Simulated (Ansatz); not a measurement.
Reaction (formal exchange of groups at the Sn–O bond): `C[O][SnH2][SeH]` + CH₄ → `[SeH][SnH3]` + dimethyl ether

Gas-phase electronic energies from Ansatz, PBE0-D4/def2-TZVP geometries. CCSD(T)/CBS adds triple-zeta CCSD(T) − MP2 to the extrapolated MP2 energy (def2 sets, frozen cores). This one scheme is used for every species. DFT in def2-TZVPP. HSE06 is defined as in plane-wave codes. Elements past krypton have def2 core potentials. For Se, Sn outer-core shells are correlated without core-valence functions, which leaves a few kJ/mol of doubt a bond. Scalar relativity is left out up to krypton. Each species was taken in one conformer, which may not be the lowest.

Problem. Is it downhill or uphill in electronic energy at CCSD(T)/CBS, and by how much? (Best estimate.)

Solution. Computed: Uphill: ΔE = +28.1 kcal/mol.

Problem. What do these levels give: LDA (SPW92), r2SCAN0, HSE06, CCSD(T)/def2-TZVPP, HF/def2-QZVPP, MP2/CBS(def2)? (An estimate is asked.)

Solution. The calculation gave: LDA (SPW92) 22.3, r2SCAN0 25.0, HSE06 23.7, CCSD(T)/def2-TZVPP 25.7, HF/def2-QZVPP 22.9, MP2/CBS(def2) 30.4 kcal/mol.

Problem. What do rigid-rotor, harmonic-oscillator terms from PBE0-D4/def2-TZVP frequencies (298.15 K, 1 bar) make of the CCSD(T)/CBS value? (Estimate.)

Solution. Computed: ΔZPE = -0.1 kcal/mol, ΔH = +27.2 kcal/mol, ΔS = 9 J/(mol·K), ΔG = +26.6 kcal/mol.

Largest T1 diagnostic among the species: 0.012.

The D4 term adds +1.4 kcal/mol with B3LYP and +0.8 kcal/mol with PBE0; it sums over pairs of atoms, weighted by their polarisabilities, and B3LYP, whose exchange is more repulsive, gets the larger term. From BLYP to BHLYP (50 % exact exchange), in def2-TZVPP and without D4, ΔE moves by −1.9 kcal/mol.

B3LYP here is the variant with VWN-RPA as its local correlation; programs differ in this.
